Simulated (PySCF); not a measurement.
**B⁺: excitation energy**

B⁺ [He] 2s2 (1S) → B⁺ [He] 2s1 3d1 (3D), as a difference of total energies. All numbers are calculated (PySCF 2.14, the spin-free X2C one-electron Hamiltonian (Gaussian nucleus), in x2c-TZVPPall with one added diffuse shell each of s, p, d type (6s4p3d1f, 40 functions)). Correlated levels: valence: 1s2 frozen; valence and next inner shell: nothing frozen. The calculations carry no spin-orbit coupling.

| method | excitation energy (eV) |
| --- | --- |
| UHF | 17.268 |
| LDA | 17.578 |
| PBE | 17.480 |
| PBE0 | 17.637 |
| r2SCAN | 17.476 |
| PBEsol | 17.391 |
| revPBE | 17.446 |
| wB97X | 17.743 |
| CAM-B3LYP | 18.064 |
| MP2 (valence) | 18.175 |
| SCS-MP2 (valence) | 18.409 |
| MP2 (valence and next inner shell) | 18.186 |
| SCS-MP2 (valence and next inner shell) | 18.420 |

Problem. How much does correlation contribute at MP2 (valence and next inner shell)?

Solution. 18.186 − (17.268) = 0.918 eV, measured against UHF.

The promoted electron is Rydberg-like, and one or two diffuse shells describe it only roughly, which tends to raise the upper state.
